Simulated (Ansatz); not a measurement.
(MeBPH)3 ring (C3H12B3P3) was relaxed with PBE-D4 (def2-SVP) in Ansatz in these states: charge +1 doublet, neutral singlet. The geometries follow in no particular order.

A:

```xyz
21

B    -1.463   -0.322    0.292
C    -1.894   -0.304   -1.214
P    -1.491    1.345    1.308
B     0.370    1.292    0.724
C     0.781    2.055   -0.582
P     1.710    0.229    1.663
B     0.863   -1.132    0.550
C     1.498   -1.485   -0.838
P    -0.811   -1.986    1.073
H    -1.796    0.678   -1.719
H    -2.990   -0.519   -1.183
H    -1.449   -1.102   -1.841
H    -1.267    0.745    2.598
H    -0.043    2.239   -1.299
H     1.093    3.065   -0.216
H     1.663    1.643   -1.110
H     0.917   -0.017    2.841
H     2.193   -2.329   -0.609
H     0.789   -1.877   -1.594
H     2.129   -0.689   -1.282
H    -0.803   -1.528    2.439
```

B:

| atom | x (Å) | y (Å) | z (Å) |
| --- | --- | --- | --- |
| B1 | 0.079 | 1.607 | -0.590 |
| C2 | 0.783 | 2.423 | 0.508 |
| P3 | -1.808 | 1.260 | -0.733 |
| B4 | -1.432 | -0.474 | 0.158 |
| C5 | -1.329 | -0.492 | 1.702 |
| P6 | -1.125 | -2.072 | -0.920 |
| B7 | 0.634 | -1.267 | -0.787 |
| C8 | 1.743 | -1.772 | 0.162 |
| P9 | 0.954 | 0.403 | -1.831 |
| H10 | 0.150 | 2.680 | 1.379 |
| H11 | 1.018 | 3.398 | 0.005 |
| H12 | 1.765 | 2.025 | 0.835 |
| H13 | -2.008 | 0.880 | -2.103 |
| H14 | -1.082 | 0.466 | 2.199 |
| H15 | -2.391 | -0.708 | 1.997 |
| H16 | -0.734 | -1.321 | 2.133 |
| H17 | -1.497 | -1.482 | -2.180 |
| H18 | 2.396 | -2.391 | -0.509 |
| H19 | 2.419 | -0.998 | 0.579 |
| H20 | 1.394 | -2.462 | 0.954 |
| H21 | 0.071 | 0.299 | -2.959 |

Problem. Judge from the bond lengths which geometry belongs to which state (an estimate).

Solution. A is the neutral singlet (B7–P9 1.951 Å, P3–B4 1.951 Å, B1–C2 1.567 Å); B is the charge +1 doublet (B7–P9 1.995 Å, P3–B4 1.986 Å, B1–C2 1.538 Å).
